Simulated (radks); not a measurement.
Question: The tantalum ion Ta7+, configuration [Kr] 4d10 4f13 5s1.5 5p5 5d0.5 (fractional occupations, a model configuration). All-electron calculation, scalar-relativistic Kohn-Sham, TASK exchange with Perdew-Wang LDA correlation, spin-unpolarised, spherical densities, finite nucleus; meta-GGA in the generalised Kohn-Sham scheme; Fermi nuclear charge, rms radius 5.3507 fm. Program: a radial shooting solver on a logarithmic mesh with Libxc functionals. Some entries of the table are withheld. Estimate them.

orbital,occ.,eigenvalue (hartree),<1/r> (bohr^-1),<r^2> (bohr^2)
1s,2,(1),(2),0.0004794
2s,2,-431.0980,19.96,0.007387
2p,6,-378.3151,18.14,0.006092
3s,2,(3),7.395,0.04802
3p,6,-86.52991,6.840,0.04872
3d,10,-68.06889,6.461,0.04045
4s,2,-24.25868,3.138,0.2380
4p,6,-19.05029,2.857,0.2702
4d,10,-12.33735,2.544,(4)
5s,1.5,-6.44192,1.280,1.233
5p,5,-5.00832,1.125,(5)
4f,13,-4.84325,2.076,0.4447
5d,0.5,-3.16581,0.9109,2.295

Answer: 
(1) 1s eigenvalue (hartree): -2482.514
(2) 1s <1/r> (bohr^-1): 85.37
(3) 3s eigenvalue (hartree): -102.2847
(4) 4d <r^2> (bohr^2): 0.3143
(5) 5p <r^2> (bohr^2): 1.541
